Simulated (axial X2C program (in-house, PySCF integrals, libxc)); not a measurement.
Low determinants of AlCu at the PBE0 level, with spin–orbit coupling

Computed with an in-house all-electron X2C program for linear molecules (integrals from PySCF). Two-component (2c) means X2C with spin–orbit coupling and atomic mean-field two-electron Coulomb and Gaunt terms. Basis: Cu dyall-cv3z [9s9p6d3f2g], Al dyall-v3z [8s8p2d1f] (cores contracted in-house); Gaussian nuclei, density fitting, unrestricted open shells. Masses: Cu 62.930 u, Al 26.982 u.

Search at 2.380 Å (vertical energies from the lowest determinant):

```csv
ΔE (eV),state,electrons beyond evenly filled partner blocks,"electrons in ±ω = 1/2, 3/2, 5/2, 7/2"
0.00,Ω = 0,none,30 10 2 0
1.12,Ω = 2,"ω = 1/2, ω = 3/2",29 11 2 0
1.33,Ω = 1,2 × ω = 1/2,30 10 2 0
1.35,Ω = 1,"ω = -1/2, ω = 3/2",29 11 2 0
3.35,Ω = 2,"ω = -1/2, ω = 5/2",31 10 1 0
3.38,Ω = 4,"ω = 3/2, ω = 5/2",30 11 1 0
3.38,Ω = 3,"ω = 1/2, ω = 5/2",31 10 1 0
```

Lowest determinant, Ω = 0 (closed shell): Re = 2.366 Å, ωe = 285.5 cm⁻¹.

The determinant in row 2 of the search, Ω = 2 (⟨Sz⟩ = 1.00, ⟨Lz⟩ = 1.00 at PBE0), was followed along the bond at PBE0; measured from the minimum of the lowest determinant it gives:

Te = 1.099 eV (8861 cm⁻¹), Re = 2.297 Å, ωe = 286.7 cm⁻¹.

Q: Compare the bond of the determinant in row 2 with that of the lowest one.

A: At PBE0 its Re is 0.069 Å shorter and its force constant, which goes as ωe², is 1.01 times that of the lowest determinant. T0 ≈ Te + Δωe/2 = 8861 + (1) = 8862 cm⁻¹.

The search compares states at one distance, so a state with another bond length can lie lower; it is not exhaustive and yields mostly the lowest determinant of each block pattern, so other components and higher states of one pattern are missing. These are energies of single determinants, not of spin-adapted states; PBE0 term energies can be off by some tenths of an eV, and the functional has no current term. Open-shell Ω = 0 determinants with evenly filled partner blocks cannot be reached by this program, so the Ω shown need not be the lowest component.
